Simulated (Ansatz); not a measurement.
Geometry optimisation of ClFH₆N₂Si₂, SMILES `N[Si@H](Cl)[Si@@H](N)F`.

```yaml
crystal:
  periodic: [false, false, false]
  atoms:
    - {symbol: N, position_ang: [0.690970, -0.365630, -2.205960]}
    - {symbol: Si, position_ang: [0.965150, -0.342850, -0.513240]}
    - {symbol: F, position_ang: [2.136360, 0.763510, -0.357440]}
    - {symbol: Si, position_ang: [-0.915840, 0.462460, 0.511100]}
    - {symbol: N, position_ang: [-0.672670, 0.247530, 2.201570]}
    - {symbol: Cl, position_ang: [-2.550600, -0.687150, 0.123920]}
    - {symbol: H, position_ang: [-0.098380, -0.857790, -2.586430]}
    - {symbol: H, position_ang: [1.472290, -0.408250, -2.840010]}
    - {symbol: H, position_ang: [1.639700, -1.521990, 0.041340]}
    - {symbol: H, position_ang: [-1.365370, 1.818140, 0.144700]}
    - {symbol: H, position_ang: [0.152240, 0.615910, 2.643300]}
    - {symbol: H, position_ang: [-1.453860, 0.276100, 2.837150]}
basis:
  gaussian: {orbitals: def2-TZVP}
hamiltonian: {xc: pbe0, dispersion: d4}
relax: {f_tol: 0.005, max_steps: 150}
```

```sh
$ ansatz run in.yaml --threads 2 --pin off --events-out ev --progress --plain --max-ram 22528MiB --backend cuda --devices 0, --max-vram 18GiB
```

It prints (some lines left out):

```
Functional definition: PBE0
mean field -34063.92220878 eV, -1251.8260518170 hartree, gradient 3.2e-5 eV, S^2 0.000000; 0 other end points of the search recorded, 0 dependent functions left out
relax step   1: F+E_penalty+E_count = -34064.20462969 eV  Δ(F+E_penalty+E_count) = +0.000e0 eV  max|allowed force component| = 1.291e0 eV/Å  Δτ_max = 0.0000 Å  (28 SCF iters, accepted)
mean field -34064.02918338 eV, -1251.8299830611 hartree, gradient 1.7e-5 eV, S^2 0.000000; 0 other end points of the search recorded, 0 dependent functions left out
relax step   2: F+E_penalty+E_count = -34064.30718758 eV  Δ(F+E_penalty+E_count) = -1.026e-1 eV  max|allowed force component| = 4.543e-1 eV/Å  Δτ_max = 0.1629 Å  (29 SCF iters, accepted)
mean field -34064.07751698 eV, -1251.8317592882 hartree, gradient 1.3e-5 eV, S^2 0.000000; 0 other end points of the search recorded, 0 dependent functions left out
relax step   3: F+E_penalty+E_count = -34064.35845264 eV  Δ(F+E_penalty+E_count) = -5.127e-2 eV  max|allowed force component| = 3.512e-1 eV/Å  Δτ_max = 0.0940 Å  (30 SCF iters, accepted)
mean field -34064.09249631 eV, -1251.8323097684 hartree, gradient 1.1e-5 eV, S^2 0.000000; 0 other end points of the search recorded, 0 dependent functions left out
relax step   4: F+E_penalty+E_count = -34064.37540352 eV  Δ(F+E_penalty+E_count) = -1.695e-2 eV  max|allowed force component| = 7.208e-1 eV/Å  Δτ_max = 0.2000 Å  (36 SCF iters, accepted)
mean field -34064.12321302 eV, -1251.8334385863 hartree, gradient 1.3e-5 eV, S^2 0.000000; 0 other end points of the search recorded, 0 dependent functions left out
relax step   5: F+E_penalty+E_count = -34064.40712264 eV  Δ(F+E_penalty+E_count) = -3.172e-2 eV  max|allowed force component| = 1.045e0 eV/Å  Δτ_max = 0.0837 Å  (30 SCF iters, accepted)
mean field -34064.17214170 eV, -1251.8352366822 hartree, gradient 1.1e-5 eV, S^2 0.000000; 0 other end points of the search recorded, 0 dependent functions left out
relax step   6: F+E_penalty+E_count = -34064.45736851 eV  Δ(F+E_penalty+E_count) = -5.025e-2 eV  max|allowed force component| = 2.637e-1 eV/Å  Δτ_max = 0.2000 Å  (35 SCF iters, accepted)
mean field -34064.20889756 eV, -1251.8365874351 hartree, gradient 1.5e-5 eV, S^2 0.000000; 0 other end points of the search recorded, 0 dependent functions left out
relax step   7: F+E_penalty+E_count = -34064.49207263 eV  Δ(F+E_penalty+E_count) = -3.470e-2 eV  max|allowed force component| = 2.125e-1 eV/Å  Δτ_max = 0.1581 Å  (29 SCF iters, accepted)
mean field -34064.24076825 eV, -1251.8377586614 hartree, gradient 1.1e-5 eV, S^2 0.000000; 0 other end points of the search recorded, 0 dependent functions left out
relax step   8: F+E_penalty+E_count = -34064.52492062 eV  Δ(F+E_penalty+E_count) = -3.285e-2 eV  max|allowed force component| = 2.376e-1 eV/Å  Δτ_max = 0.2000 Å  (36 SCF iters, accepted)
mean field -34064.24968436 eV, -1251.8380863225 hartree, gradient 1.2e-5 eV, S^2 0.000000; 0 other end points of the search recorded, 0 dependent functions left out
relax step   9: F+E_penalty+E_count = -34064.53248153 eV  Δ(F+E_penalty+E_count) = -7.561e-3 eV  max|allowed force component| = 5.109e-1 eV/Å  Δτ_max = 0.2000 Å  (36 SCF iters, accepted)
mean field -34064.27045894 eV, -1251.8388497741 hartree, gradient 1.3e-5 eV, S^2 0.000000; 0 other end points of the search recorded, 0 dependent functions left out
relax step  10: F+E_penalty+E_count = -34064.55338266 eV  Δ(F+E_penalty+E_count) = -2.090e-2 eV  max|allowed force component| = 6.104e-2 eV/Å  Δτ_max = 0.0771 Å  (30 SCF iters, accepted)
mean field -34064.27189928 eV, -1251.8389027057 hartree, gradient 1.2e-5 eV, S^2 0.000000; 0 other end points of the search recorded, 0 dependent functions left out
relax step  11: F+E_penalty+E_count = -34064.55432829 eV  Δ(F+E_penalty+E_count) = -9.456e-4 eV  max|allowed force component| = 8.941e-2 eV/Å  Δτ_max = 0.0400 Å  (31 SCF iters, accepted)
mean field -34064.27280474 eV, -1251.8389359806 hartree, gradient 1.2e-5 eV, S^2 0.000000; 0 other end points of the search recorded, 0 dependent functions left out
relax step  12: F+E_penalty+E_count = -34064.55529141 eV  Δ(F+E_penalty+E_count) = -9.631e-4 eV  max|allowed force component| = 4.225e-2 eV/Å  Δτ_max = 0.0256 Å  (31 SCF iters, accepted)
mean field -34064.27336072 eV, -1251.8389564129 hartree, gradient 1.2e-5 eV, S^2 0.000000; 0 other end points of the search recorded, 0 dependent functions left out
relax step  13: F+E_penalty+E_count = -34064.55609316 eV  Δ(F+E_penalty+E_count) = -8.017e-4 eV  max|allowed force component| = 1.112e-1 eV/Å  Δτ_max = 0.0598 Å  (30 SCF iters, accepted)
mean field -34064.27463484 eV, -1251.8390032359 hartree, gradient 1.2e-5 eV, S^2 0.000000; 0 other end points of the search recorded, 0 dependent functions left out
relax step  14: F+E_penalty+E_count = -34064.55748541 eV  Δ(F+E_penalty+E_count) = -1.392e-3 eV  max|allowed force component| = 1.009e-1 eV/Å  Δτ_max = 0.0628 Å  (30 SCF iters, accepted)
mean field -34064.27616973 eV, -1251.8390596417 hartree, gradient 1.3e-5 eV, S^2 0.000000; 0 other end points of the search recorded, 0 dependent functions left out
relax step  15: F+E_penalty+E_count = -34064.55903126 eV  Δ(F+E_penalty+E_count) = -1.546e-3 eV  max|allowed force component| = 1.693e-1 eV/Å  Δτ_max = 0.0995 Å  (30 SCF iters, accepted)
mean field -34064.27833105 eV, -1251.8391390689 hartree, gradient 1.2e-5 eV, S^2 0.000000; 0 other end points of the search recorded, 0 dependent functions left out
relax step  16: F+E_penalty+E_count = -34064.56155776 eV  Δ(F+E_penalty+E_count) = -2.526e-3 eV  max|allowed force component| = 1.650e-1 eV/Å  Δτ_max = 0.0521 Å  (30 SCF iters, accepted)
mean field -34064.28109623 eV, -1251.8392406873 hartree, gradient 1.2e-5 eV, S^2 0.000000; 0 other end points of the search recorded, 0 dependent functions left out
relax step  17: F+E_penalty+E_count = -34064.56519933 eV  Δ(F+E_penalty+E_count) = -3.642e-3 eV  max|allowed force component| = 2.426e-1 eV/Å  Δτ_max = 0.1955 Å  (29 SCF iters, accepted)
[...]
mean field -34064.31108474 eV, -1251.8403427449 hartree, gradient 1.3e-5 eV, S^2 0.000000; 0 other end points of the search recorded, 0 dependent functions left out
relax step  23: F+E_penalty+E_count = -34064.59759603 eV  Δ(F+E_penalty+E_count) = -5.678e-3 eV  max|allowed force component| = 1.576e-1 eV/Å  Δτ_max = 0.0337 Å  (31 SCF iters, accepted)
mean field -34064.30469531 eV, -1251.8401079376 hartree, gradient 1.4e-5 eV, S^2 0.000000; 0 other end points of the search recorded, 0 dependent functions left out
relax step  24: F+E_penalty+E_count = -34064.59086543 eV  Δ(F+E_penalty+E_count) = +6.731e-3 eV  max|allowed force component| = 2.498e-1 eV/Å  Δτ_max = 0.1064 Å  (30 SCF iters, rejected (line search))
mean field -34064.31482177 eV, -1251.8404800780 hartree, gradient 1.3e-5 eV, S^2 0.000000; 0 other end points of the search recorded, 0 dependent functions left out
relax step  25: F+E_penalty+E_count = -34064.60185005 eV  Δ(F+E_penalty+E_count) = -4.254e-3 eV  max|allowed force component| = 3.776e-2 eV/Å  Δτ_max = 0.0511 Å  (30 SCF iters, accepted)
mean field -34064.31868115 eV, -1251.8406219078 hartree, gradient 1.3e-5 eV, S^2 0.000000; 0 other end points of the search recorded, 0 dependent functions left out
relax step  26: F+E_penalty+E_count = -34064.60550459 eV  Δ(F+E_penalty+E_count) = -3.655e-3 eV  max|allowed force component| = 9.095e-2 eV/Å  Δτ_max = 0.0977 Å  (30 SCF iters, accepted)
mean field -34064.32053277 eV, -1251.8406899534 hartree, gradient 9.4e-6 eV, S^2 0.000000; 0 other end points of the search recorded, 0 dependent functions left out
relax step  27: F+E_penalty+E_count = -34064.60853367 eV  Δ(F+E_penalty+E_count) = -3.029e-3 eV  max|allowed force component| = 1.863e-1 eV/Å  Δτ_max = 0.1471 Å  (29 SCF iters, accepted)
mean field -34064.32495277 eV, -1251.8408523854 hartree, gradient 1.3e-5 eV, S^2 0.000000; 0 other end points of the search recorded, 0 dependent functions left out
relax step  28: F+E_penalty+E_count = -34064.61305119 eV  Δ(F+E_penalty+E_count) = -4.518e-3 eV  max|allowed force component| = 9.749e-2 eV/Å  Δτ_max = 0.0298 Å  (31 SCF iters, accepted)
mean field -34064.32500302 eV, -1251.8408542324 hartree, gradient 1.3e-5 eV, S^2 0.000000; 0 other end points of the search recorded, 0 dependent functions left out
relax step  29: F+E_penalty+E_count = -34064.61359890 eV  Δ(F+E_penalty+E_count) = -5.477e-4 eV  max|allowed force component| = 1.243e-1 eV/Å  Δτ_max = 0.0463 Å  (30 SCF iters, accepted)
mean field -34064.32850540 eV, -1251.8409829424 hartree, gradient 1.3e-5 eV, S^2 0.000000; 0 other end points of the search recorded, 0 dependent functions left out
relax step  30: F+E_penalty+E_count = -34064.61722448 eV  Δ(F+E_penalty+E_count) = -3.626e-3 eV  max|allowed force component| = 5.594e-2 eV/Å  Δτ_max = 0.0736 Å  (30 SCF iters, accepted)
mean field -34064.32968306 eV, -1251.8410262206 hartree, gradient 1.4e-5 eV, S^2 0.000000; 0 other end points of the search recorded, 0 dependent functions left out
relax step  31: F+E_penalty+E_count = -34064.61864890 eV  Δ(F+E_penalty+E_count) = -1.424e-3 eV  max|allowed force component| = 8.192e-2 eV/Å  Δτ_max = 0.0720 Å  (30 SCF iters, accepted)
mean field -34064.33022559 eV, -1251.8410461583 hartree, gradient 1.3e-5 eV, S^2 0.000000; 0 other end points of the search recorded, 0 dependent functions left out
relax step  32: F+E_penalty+E_count = -34064.61957053 eV  Δ(F+E_penalty+E_count) = -9.216e-4 eV  max|allowed force component| = 6.994e-2 eV/Å  Δτ_max = 0.0325 Å  (30 SCF iters, accepted)
mean field -34064.33050994 eV, -1251.8410566076 hartree, gradient 1.3e-5 eV, S^2 0.000000; 0 other end points of the search recorded, 0 dependent functions left out
relax step  33: F+E_penalty+E_count = -34064.62029841 eV  Δ(F+E_penalty+E_count) = -7.279e-4 eV  max|allowed force component| = 3.858e-2 eV/Å  Δτ_max = 0.0428 Å  (30 SCF iters, accepted)
mean field -34064.33057298 eV, -1251.8410589245 hartree, gradient 1.3e-5 eV, S^2 0.000000; 0 other end points of the search recorded, 0 dependent functions left out
relax step  34: F+E_penalty+E_count = -34064.62044933 eV  Δ(F+E_penalty+E_count) = -1.509e-4 eV  max|allowed force component| = 1.725e-2 eV/Å  Δτ_max = 0.0303 Å  (31 SCF iters, accepted)
mean field -34064.33037622 eV, -1251.8410516935 hartree, gradient 1.4e-5 eV, S^2 0.000000; 0 other end points of the search recorded, 0 dependent functions left out
relax step  35: F+E_penalty+E_count = -34064.62044533 eV  Δ(F+E_penalty+E_count) = +4.006e-6 eV  max|allowed force component| = 1.743e-2 eV/Å  Δτ_max = 0.0178 Å  (31 SCF iters, rejected (line search))
mean field -34064.33058557 eV, -1251.8410593873 hartree, gradient 1.4e-5 eV, S^2 0.000000; 0 other end points of the search recorded, 0 dependent functions left out
relax step  36: F+E_penalty+E_count = -34064.62049635 eV  Δ(F+E_penalty+E_count) = -4.701e-5 eV  max|allowed force component| = 7.371e-3 eV/Å  Δτ_max = 0.0088 Å  (32 SCF iters, accepted)
mean field -34064.33056847 eV, -1251.8410587586 hartree, gradient 1.6e-5 eV, S^2 0.000000; 0 other end points of the search recorded, 0 dependent functions left out
relax step  37: F+E_penalty+E_count = -34064.62050404 eV  Δ(F+E_penalty+E_count) = -7.696e-6 eV  max|allowed force component| = 9.913e-3 eV/Å  Δτ_max = 0.0021 Å  (23 SCF iters, accepted)
mean field -34064.33057914 eV, -1251.8410591507 hartree, gradient 7.9e-5 eV, S^2 0.000000; 0 other end points of the search recorded, 0 dependent functions left out
relax step  38: F+E_penalty+E_count = -34064.62050786 eV  Δ(F+E_penalty+E_count) = -3.820e-6 eV  max|allowed force component| = 8.297e-3 eV/Å  Δτ_max = 0.0004 Å  (20 SCF iters, accepted)
mean field -34064.33058651 eV, -1251.8410594217 hartree, gradient 1.6e-5 eV, S^2 0.000000; 0 other end points of the search recorded, 0 dependent functions left out
relax step  39: F+E_penalty+E_count = -34064.62051196 eV  Δ(F+E_penalty+E_count) = -4.095e-6 eV  max|allowed force component| = 2.936e-3 eV/Å  Δτ_max = 0.0013 Å  (23 SCF iters, accepted)
mean field -34064.33058651 eV, -1251.8410594217 hartree, gradient 1.6e-5 eV, S^2 0.000000; 1 other end points of the search recorded, 0 dependent functions left out
Total energy: -34064.62054725 eV, -1251.8517152822 hartree
Atom 0 at     0.674452    -1.142944    -1.499241 Å, force     0.000855     0.001039     0.001616 eV/Å
Atom 1 at     1.111333     0.291570    -0.698889 Å, force    -0.000755    -0.001654     0.000243 eV/Å
Atom 2 at     1.420222     1.540572    -1.663642 Å, force     0.000147     0.000990    -0.000789 eV/Å
Atom 3 at    -0.736336     0.834762     0.627536 Å, force     0.000757    -0.001265    -0.000168 eV/Å
Atom 4 at    -0.769670    -0.199015     1.982159 Å, force     0.000427     0.002936    -0.000919 eV/Å
Atom 5 at    -2.362817     0.608533    -0.671401 Å, force    -0.000458    -0.000174    -0.000688 eV/Å
Atom 6 at    -0.242261    -1.239005    -1.907387 Å, force    -0.001791    -0.000489    -0.001110 eV/Å
Atom 7 at     1.351274    -1.739922    -1.945874 Å, force     0.000617     0.000129    -0.000135 eV/Å
Atom 8 at     2.376193     0.027836     0.029783 Å, force     0.000685    -0.000254     0.000389 eV/Å
Atom 9 at    -0.835568     2.226281     1.124945 Å, force    -0.000160     0.001373     0.000600 eV/Å
Atom 10 at    -0.589372    -1.184144     1.871233 Å, force    -0.000013    -0.001782    -0.000069 eV/Å
Atom 11 at    -1.397460    -0.024532     2.750779 Å, force    -0.000310    -0.000848     0.001031 eV/Å
Dipole moment:     0.042977    -0.536513     0.278381 e Å
```

It took 59 s on 2 threads of an AMD EPYC 7R13 on a shared host and a share of an NVIDIA H100 80 GB, with 0.94 GiB of host memory at the peak.
